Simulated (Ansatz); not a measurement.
Gas-phase electronic energies from Ansatz, PBE0-D4/def2-TZVP geometries. CCSD(T)/CBS is the MP2 limit (def2-TZVPP, def2-QZVPP) plus CCSD(T) − MP2 in def2-TZVPP, frozen cores. def2 core potentials past Kr. For Ge, Se, Sn outer-core shells are correlated without core-valence functions, which leaves a few kJ/mol of doubt a bond. Scalar relativity is left out up to krypton. Each species was taken in one conformer, which may not be the lowest.

Reaction (redistribution): `[Cl][SnH2][GeH3]` + `O=C[SeH]` → `[Cl][SnH2][SeH]` + `O=[CH][GeH3]`

`[Cl][SnH2][GeH3]`:

Z-matrix (Å, degrees):
```
Sn
Ge 1 2.595
Cl 1 2.345 2 105.3
H 1 1.706 2 114.8 3 -115.1
H 1 1.706 2 114.9 3 115.1
H 2 1.537 1 109.9 3 179.7
H 2 1.534 1 109.1 3 59.7
H 2 1.534 1 109.1 3 -60.3
```

`O=C[SeH]`:

Z-matrix (Å, degrees):
```
C
O 1 1.189
Se 1 1.928 2 123.0
H 1 1.105 2 124.0 3 -180.0
H 3 1.469 1 93.4 2 179.9
```

`[Cl][SnH2][SeH]`:

Cartesian coordinates in Å:
```
Cl 1.817 0.271 -1.553
Sn 0.374 -0.455 0.132
Se -1.945 0.397 -0.329
H 0.338 -2.151 0.039
H 1.003 0.197 1.570
H -1.586 1.741 0.142
```

`O=[CH][GeH3]`:

Z-matrix (Å, degrees):
```
Ge
C 1 2.006
H 1 1.538 2 108.4
H 1 1.538 2 108.5 3 117.7
H 1 1.531 2 109.1 3 -121.1
O 2 1.199 1 123.0 3 121.0
H 2 1.116 1 117.1 3 -59.0
```

```tsv
species	CCSD(T)/CBS(def2) energy (Eh)
`[Cl][SnH2][GeH3]`	-2752.95817
`O=C[SeH]`	-2515.10866
`[Cl][SnH2][SeH]`	-3076.37402
`O=[CH][GeH3]`	-2191.69659
```

**Question.** Work out ΔE.

**Answer.** ΔE = (-3076.37402) + (-2191.69659) − (-2752.95817) − (-2515.10866) = -0.00378 Eh = -9.9 kJ/mol.

**Question.** What do rigid-rotor, harmonic-oscillator terms from PBE0-D4/def2-TZVP frequencies (298.15 K, 1 bar) make of the CCSD(T)/CBS value? (An estimate is asked.)

**Answer.** Ansatz gave: ΔZPE = -2.4 kJ/mol, ΔH = -11.5 kJ/mol, ΔS = 7 J/(mol·K), ΔG = -13.5 kJ/mol.

Largest T1 diagnostic among the species: 0.015.

Leaving LDA and LC-ωPBE aside and taking each functional with its dispersion term where it has one, the values, not all of them listed here, spread over 18.7 kJ/mol, from BHLYP-D4 to PBE-D4. LDA lies +5.6 kJ/mol from PBE without D4. From r2SCAN to r2SCAN0 (25 % exact exchange), in def2-TZVPP and without D4, ΔE moves by −5.6 kJ/mol. In def2-TZVPP, CCSD(T) changes the Hartree–Fock value by +17.1 kJ/mol (the triples alone add +3.0 kJ/mol) and MP2 by +19.1 kJ/mol.
